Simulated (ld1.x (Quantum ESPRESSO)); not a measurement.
**Sc (Z = 21), PAW: configuration errors across variants**

```
Element                 : scandium
Generator               : ld1.x (Quantum ESPRESSO) 7.5
Type                    : PAW
Functional              : PBE
Relativity              : scalar-relativistic
Frozen core             : [Ne] 3s2
Valence charge          : 9
Reference configuration : 3p6 3d1 4s2 4p0
Partial waves           : 4s (bound): rcut 2.80, rcutus 3.25 bohr; 4s channel at 0.2 Ry: rcut 2.80, rcutus 3.25 bohr; 3p (bound): rcut 1.75, rcutus 2.10 bohr; 4p (bound, empty): rcut 1.75, rcutus 2.10 bohr; 3d (bound): rcut 1.50, rcutus 1.80 bohr; 3d channel at 0.1 Ry: rcut 1.50, rcutus 1.80 bohr
Local potential         : all-electron potential smoothed inside 2.90 bohr (lloc = -1)
Core correction         : Bessel-smoothed model core inside 1.35 bohr
Augmentation charge     : PSQ, inside the norm-conserving radii
```

All-electron excitation energies from the reference (eV): (1) 3p6 3d1 4s1 4p0 6.897; (2) 3p6 3d1 4s0 4p0 19.665; (3) 3p6 3d1 4s0 4p2 5.674.

Tests that are not counted but printed errors over 1 eV. “base”: 3p6 3d0 4s0 4p0 (solver errors, printed error -376 eV). “local potential all-electron potential smoothed inside 2.75 bohr (lloc = -1)”: 3p6 3d0 4s0 4p0 (solver errors, printed error -376 eV). “all radii but the core radius scaled by about 0.94 (s 3.06, p 1.98, d 1.70 bohr, rcut 2.64/1.66/1.42); local potential all-electron potential smoothed inside 2.74 bohr (lloc = -1)”: 3p6 3d0 4s0 4p0 (solver errors, printed error -376 eV). “waves 3p (bound): rcut 1.42, rcutus 1.50 bohr; 4p (bound): rcut 1.42, rcutus 1.50 bohr”: 3p6 3d1.5 4s1.5 4p0 (solver errors, printed error -13.5 eV). “core correction Bessel-smoothed model core inside 0.80 bohr”: 3p6 3d0 4s0 4p0 (solver errors, printed error -376 eV).

1 further variants failed, have other tests or another functional or relativity, and are left out.

Errors AE − PS in meV (a dash: test not solved or not reliable):

```csv
change,(1),(2),(3),bound ghosts
base,-0.6,-2.7,-0.9,none
local potential all-electron potential smoothed inside 2.75 bohr (lloc = -1),-0.6,-2.6,-0.8,none
"all radii but the core radius scaled by about 0.94 (s 3.06, p 1.98, d 1.70 bohr, rcut 2.64/1.66/1.42); local potential all-electron potential smoothed inside 2.74 bohr (lloc = -1)",-0.6,-2.7,-0.9,none
"waves 3p (bound): rcut 1.42, rcutus 1.50 bohr; 4p (bound): rcut 1.42, rcutus 1.50 bohr",-0.6,-2.7,-0.8,none
core correction Bessel-smoothed model core inside 0.80 bohr,-0.6,-2.7,-0.8,none
```

Task: Give the same row for: waves 3d (bound): rcut 1.50, rcutus 2.04 bohr; 3d channel at 0.1 Ry: rcut 1.50, rcutus 2.04 bohr.

Result: -0.6, -2.7, -0.8; bound ghosts: none. Not counted: 3p6 3d0 4s0 4p0 (solver errors, printed error -376 eV); 3p6 3d1.5 4s1.5 4p0 (solver errors, printed error -610 eV).
